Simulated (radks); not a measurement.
Results of a calculation; reference values are marked as such.
Species: Gd LXIV. Configuration: 1s1. Code: a radial shooting solver on a logarithmic mesh with Libxc functionals. Model: Dirac Kohn-Sham, exchange-only PBE, spin-unpolarised, spherical densities, finite nucleus; Fermi nuclear charge, rms radius 5.1569 fm.

Normalised radial functions P(r) = r R(r) (large component), r in bohr:

| r | 1s1/2 | 2p1/2 |
|---|---|---|
| 0.002015 | 2.2769 | 0.0884 |
| 0.002666 | 2.7976 | 0.1264 |
| 0.003528 | 3.3913 | 0.1830 |
| 0.004668 | 4.0383 | 0.2677 |
| 0.006225 | 4.7151 | 0.3982 |
| 0.008237 | 5.3101 | 0.5859 |
| 0.0109 | 5.7367 | 0.8561 |
| 0.01454 | 5.8643 | 1.2435 |
| 0.01923 | 5.5632 | 1.7389 |
| 0.02545 | 4.7903 | 2.3334 |
| 0.03367 | 3.6290 | 2.9519 |
| 0.04491 | 2.2847 | 3.4524 |
| 0.05942 | 1.1593 | 3.5904 |
| 0.07862 | 0.4362 | 3.2130 |
| 0.1049 | 0.1055 | 2.3243 |
| 0.1387 | 0.0156 | 1.2935 |
| 0.1836 | 0.0011 | 0.5046 |
| 0.2429 | 0.0000 | 0.1229 |

1s1/2: eigenvalue -58569 eV, 0 radial nodes, <r> = 0.0217 bohr, 90 % of the charge inside 0.0391 bohr. 2p1/2 (empty): eigenvalue -14672.3 eV, 0 radial nodes, <r> = 0.0709 bohr, 90 % of the charge inside 0.116 bohr.
